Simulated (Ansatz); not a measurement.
Isolated molecules relaxed with PBE0-D4/def2-TZVP in Ansatz; ΔE leaves out vibrations. CBS: MP2 limit from def2 TZ/QZ plus the TZ coupled-cluster correction, frozen cores. This one scheme is used for every species. Functionals use def2-TZVPP. B3LYP here is the variant with VWN-RPA as its local correlation; programs differ in this. For Ga outer-core shells are correlated without core-valence functions, which leaves a few kJ/mol of doubt a bond. Scalar relativity is left out up to krypton. One conformer a species, not always the lowest.

Reaction (cleavage of the Si–Si bond): `F[SiH2][SiH3]` + `[OH][Ga]([OH])[SH]` → `[OH][Ga]([SH])[O][SiH3]` + `F[SiH3]`

CCSD(T)/CBS gives -107.1 kJ/mol.

(1) Another level gave -105.4 kJ/mol. Which?
A. CCSD/def2-TZVPP
B. PBE/def2-TZVPP
C. B3LYP-D4/def2-TZVPP
D. PBE0-D4/def2-TZVPP

Largest T1 diagnostic among the species: 0.014.

Results:

(1) C. B3LYP-D4 -105.4, CCSD/def2-TZVPP -111.9, PBE -76.1, PBE0-D4 -88.1 kJ/mol.

In def2-TZVPP, CCSD(T) changes the Hartree–Fock value by +23.4 kJ/mol (the triples alone add +2.6 kJ/mol) and MP2 by +15.0 kJ/mol. From PBE to PBE0 (25 % exact exchange), in def2-TZVPP and without D4, ΔE moves by −10.4 kJ/mol.
